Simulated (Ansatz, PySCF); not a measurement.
The molecule BeB+, closed-shell singlet (lowest of 2S+1 = 1, 3 at CCSD(T)/def2-TZVPP on PBE0 minima; our sources give no spin for the ground state, which may be another).

Constants: fifth-degree fit in 1/R to seven points, most abundant isotopes. Runs in def2 and cc sets follow the lowest solution found near the PBE0 minimum. The singlet is held restricted. HF and MP2 rows in def2 and cc sets belong to the determinant that coupled cluster picked by its CCSD energy.

Programs: Ansatz (Gaussian basis) for Hartree–Fock, density functionals and correlated methods; PySCF for 3-21G rows, 6-31G* rows, STO-3G rows. Values without a source in brackets are computed.

```csv
level,r_e (Å),ω_e (cm⁻¹),B_e (cm⁻¹),ω_e x_e (cm⁻¹)
HF/STO-3G,2.274,510,0.658,4.2
HF/3-21G,2.342,357,0.620,2.6
HF/6-31G*,2.280,423,0.654,5.0
HF/def2-TZVPP,2.284,420,0.652,4.5
HF/aug-cc-pVQZ,2.274,421,0.658,4.6
HF/aug-cc-pV5Z,2.274,422,0.658,4.6
PBE/def2-TZVPP,2.217,466,0.692,4.6
BP86/6-31G*,2.224,464,0.688,5.0
r2SCAN/def2-TZVPP,2.230,468,0.684,4.4
B3LYP/6-31G*,2.211,466,0.696,5.0
B3LYP/def2-TZVPP,2.207,463,0.699,4.7
PBE0/def2-TZVPP,2.219,473,0.691,4.3
BHLYP/def2-TZVPP,2.209,466,0.697,4.5
CAM-B3LYP/def2-TZVPP,2.201,472,0.702,4.3
wB97X-V/def2-TZVPP,2.226,473,0.686,3.9
wB97M-V/def2-TZVPP,2.231,456,0.684,4.1
B2PLYP/def2-TZVPP,2.208,467,0.698,4.6
MP2/def2-TZVPP,2.223,474,0.689,4.1
MP2/aug-cc-pVQZ,2.202,486,0.702,4.5
MP2/def2-QZVPP,2.198,487,0.704,4.5
SCS-MP2/def2-TZVPP,2.230,465,0.684,4.1
SCS-MP2/def2-QZVPP,2.203,479,0.701,4.6
SCS-MP2/aug-cc-pV5Z,2.203,480,0.701,4.5
CCSD/def2-QZVPP,2.201,480,0.702,4.5
CCSD/aug-cc-pV5Z,2.204,480,0.700,4.3
CCSD(T)/aug-cc-pVTZ,2.203,480,0.701,4.2
CCSD(T)/aug-cc-pVQZ,2.195,484,0.706,4.2
CCSD(T)/def2-QZVPP,2.190,486,0.709,4.4
CCSD(T)/aug-cc-pV5Z,2.193,485,0.707,4.3
"CCSD(T)/CBS(aug-cc-pVQZ, aug-cc-pV5Z)",2.192,487,0.708,4.3
```

Correlated levels freeze the inner cores; with def2 sets outer-core shells near the valence are correlated too. CBS(a, b) extrapolates the correlation energy as X⁻³ and adds the Hartree–Fock energy of set b. Rows in 3-21G, 6-31G*, STO-3G carry no dispersion term and start afresh at each structure (6-31G* with six Cartesian d functions).

Doubts at one or more of the structures used: a restricted determinant that unrestricted orbitals would lower (HF/def2-TZVPP, HF/aug-cc-pVQZ, HF/aug-cc-pV5Z, B2PLYP/def2-TZVPP, MP2/def2-TZVPP, MP2/aug-cc-pVQZ, MP2/def2-QZVPP, SCS-MP2/def2-TZVPP, SCS-MP2/def2-QZVPP, SCS-MP2/aug-cc-pV5Z, CCSD/def2-QZVPP, CCSD/aug-cc-pV5Z, CCSD(T)/aug-cc-pVTZ, CCSD(T)/aug-cc-pVQZ, CCSD(T)/def2-QZVPP, CCSD(T)/aug-cc-pV5Z, CCSD(T)/CBS(aug-cc-pVQZ, aug-cc-pV5Z)).

Ansatz is a program for electronic structure.
